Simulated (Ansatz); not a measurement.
Au₂O. Charge 0, multiplicity 5. Geometry r2SCAN-D4/def2-TZVP; atoms count from 1.

| atom | x (Å) | y (Å) | z (Å) |
| --- | --- | --- | --- |
| Au1 | 0.197 | 1.058 | -0.948 |
| Au2 | -0.037 | -1.433 | -0.051 |
| O3 | -0.160 | 0.375 | 0.999 |

In the def2 sets Au takes a core potential; there is no spin–orbit coupling. At PBE0-D4/def2-TZVP a singlet of charge 0 lies 2.48 eV below the quintet, each at its own geometry. The structure comes from a short search, and lower isomers may exist.

Estimate the Mulliken populations from the PBE0/def2-TZVP orbitals of Ansatz.


```tsv
atom	charge (e)	spin (α − β)	d electrons
Au1	0.13	1.27	9.44
Au2	0.13	1.27	9.44
O3	-0.27	1.45	–
```
Mulliken values depend strongly on the basis.

Where does the spin sit?

Summed by element: Au 2.55, O 1.45, of 4 unpaired in all. Largest on single atoms: O3 1.45, Au1 1.27, Au2 1.27.

And the Mayer bond orders between heavy atoms (over 0.3)?

Au1–Au2 0.43 (2.66 Å); Au1–O3 0.60 (2.09 Å); Au2–O3 0.60 (2.09 Å).
